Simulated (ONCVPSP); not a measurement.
## oxygen, ONCV: configuration errors across variants

ONCVPSP 4.0.1 input, shortened (lines: element, Z, core and valence counts, functional; n l f; lmax; l rc ep ncon nbas qcut; lloc lpopt rc5 dvloc0; l nproj debl; icmod fcfact rcfact), LDA (Perdew-Wang 92), scalar-relativistic:

```
  O 8.00    1    2  -001012      upf
    1    0    2.00
    2    0    2.00
    2    1    4.00
    2
    0    1.00    0.00    3    6    7.00
    1    2.15    0.00    4    7    5.90
    2    2.00    0.02    5    8    4.70
    4    5    0.95    4.00
    0    2    1.00
    1    2    1.20
    2    2    3.50
    3    2.75    1.15
```

All-electron excitation energies from the reference (eV): (1) 2s2 2p3 16.585; (2) 2s2 2p2 50.297; (3) 2s2 2p1 104.268; (4) 2s2 2p3.5 6.366.

1 further variants failed, have other tests or another functional or relativity, and are left out.

Errors AE − PS in meV (a dash: test not solved or not reliable):

```csv
change,(1),(2),(3),(4),bound ghosts,GHOST(+) flags above zero
base,+179,+1214,+4054,+32,none,none
"core correction polynomial model core, fcfact 0.15",+179,+1214,+4054,+32,none,none
"core correction Teter function, fcfact 2.7, rcfact 1.15",+179,+1214,+4054,+32,none,none
s: qcut 5.6; p: qcut 4.7; d: qcut 3.7,+250,+1646,+5388,+45,none,none
d: qcut 5.5,+179,+1214,+4054,+32,none,d
p: qcut 9,+94,+678,+2384,+16,none,none
"s: ncon 5, nbas 8",+178,+1208,+4054,+32,none,none
"core correction Teter function, fcfact 2.75, rcfact 1.2",+179,+1214,+4054,+32,none,none
d: debl 0.35,+179,+1214,+4054,+32,none,none
```

Problem. Give the same row for: local potential polynomial inside 0.95 bohr (lpopt 5, dvloc0 -2 Ha).

Solution. +179, +1219, +4082, +32; bound ghosts: none; GHOST(+) flags above zero: d.
